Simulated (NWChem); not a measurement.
# CH6OSeSi; SMILES [Se](OC)[SiH3]

```xyz
10

Se     0.7967     0.0121    -0.0309
O     -0.4102     1.2720     0.6385
C     -1.0380     2.0488    -0.3708
H     -1.6517     1.4359    -1.0713
H     -1.7120     2.7472     0.1693
H     -0.3144     2.6470    -0.9700
Si    -0.7609    -1.6816     0.0037
H     -1.9594    -1.2969    -0.8191
H     -1.2032    -1.9867     1.4064
H     -0.0865    -2.8848    -0.5990
```
Atoms are numbered in this order, from 1.

Results from NWChem. Geometry: optimised at PBE-D3(BJ)/def2-SVP. Level r2SCAN/def2-SVP: energy and gradient on several grids; changes count from the extra-fine grid, which is no exact limit either.

### Question
Which is the coarsest grid (medium; coarse; xfine; fine; xcoarse) from which on the energy stays within 100 μHa and each gradient component within 200 μHa/bohr of xfine?

### Answer
medium.
| grid | size of the energy change (μHa) | largest change of a gradient component (μHa/bohr) | time, medium = 1 (rough) |
|---|---|---|---|
| xcoarse | 300 | 4000 | about 1 |
| coarse | 700 | 200 | about 1 |
| medium | 30 | 70 | about 1 |
| fine | 10 | < 30 | about 1 |
| xfine | < 10 | < 30 | 2 |
